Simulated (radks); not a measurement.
Species: Au48+. Configuration: [Ar] 3d10 4s2 4p1 (the NIST ground configuration). All-electron calculation, Dirac Kohn-Sham, PBE, spin-unpolarised, spherical densities, point nucleus; open shells are shared between the two j in proportion to 2j + 1. Program: a radial shooting solver on a logarithmic mesh with Libxc functionals.

Spin-orbit splittings of the eigenvalues, e(l+1/2) - e(l-1/2), with zeta = 2 splitting/(2l+1) and mean radii in bohr:

| shell | occ. | splitting (eV) | zeta (eV) | <r> j=l-1/2 | <r> j=l+1/2 |
|---|---|---|---|---|---|
| 2p | 6 | 1843 | 1229 | 0.05787 | 0.06637 |
| 3p | 6 | 423.9 | 282.6 | 0.1702 | 0.1847 |
| 3d | 10 | ? | ? | 0.1603 | 0.1647 |
| 4p | 1 | 143.3 | 95.55 | 0.3532 | 0.3738 |

Estimate the 3d splitting.

Answer. 92.52 eV (zeta = 37.01 eV).
